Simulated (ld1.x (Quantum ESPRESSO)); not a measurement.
# Cl (Z = 17): TM pseudisation with PBEsol, scalar-relativistic reference atom.

- Element: chlorine
- Generator: ld1.x (Quantum ESPRESSO) 7.5
- Type: norm-conserving Troullier–Martins (Kleinman–Bylander form)
- Functional: PBEsol
- Relativity: scalar-relativistic
- Frozen core: [Ne]
- Valence charge: 7
- Reference configuration: 3s1 3p6
- Partial waves: 3s (bound): rc 1.20 bohr; 3p (bound): rc 1.42 bohr; 3d channel at 0.05 Ry: rc 1.54 bohr
- Local potential: all-electron potential smoothed inside 0.92 bohr (lloc = -1)
- Core correction: a·sin(br)/r model core, default radius (core density twice the valence density)

All-electron outer shells of the reference configuration (PBEsol, scalar-relativistic, ld1.x):

```
shell  level (eV)  outermost node (bohr)  outermost maximum (bohr)
   2s     -253.55                   0.12                      0.36
   2p     -192.76                      –                      0.30
   3s      -21.27                   0.55                      1.27
   3p       -9.10                   0.53                      1.43
```

Calculated quality:

```
Cutoffs needed           : 35 Ry and 70 Ry (the cutoffs (Ry, on a coarse ladder) from which the occupation-weighted sum of valence levels, in a spherical-Bessel basis at the reference potential, stays within 10 and 1 mRy of its value at 400 Ry)
Ghost test               : no extra level below or beside the all-electron valence levels (s, p, d, f tested) (spherical-Bessel basis up to 400 Ry, 20 bohr box)
Largest excitation error : +302 meV (all-electron minus pseudo) for 3s2 3p1, out of 7 test configurations
```

Generation and tests took about 0.74 s on one core of a shared server CPU.
